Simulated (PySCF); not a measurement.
# Electron correlation in Pd (palladium, neutral)

[Kr] 4d9 5p1, one real determinant (an excited configuration). All numbers are calculated (PySCF 2.14, the spin-free X2C one-electron Hamiltonian (Gaussian nucleus), in aug-cc-pVTZ-DK). Frozen: [Kr]; 10 electrons correlated.

| level | correlation energy (mhartree) |
| --- | --- |
| CCSD | -290.85 |
| (T) | -12.46 |
| CCSD(T) | -303.31 |

Diagnostics: T1 = 0.026, D1 = 0.1124, largest double amplitude 0.026.

The real determinant used has ⟨L²⟩ near 8 against 12 for a pure F term, so it mixes terms.

Cost of the coupled-cluster step: of the order of 50 core-seconds, for 10 correlated electrons.

The reference is one real determinant that mixes LS terms of this configuration.
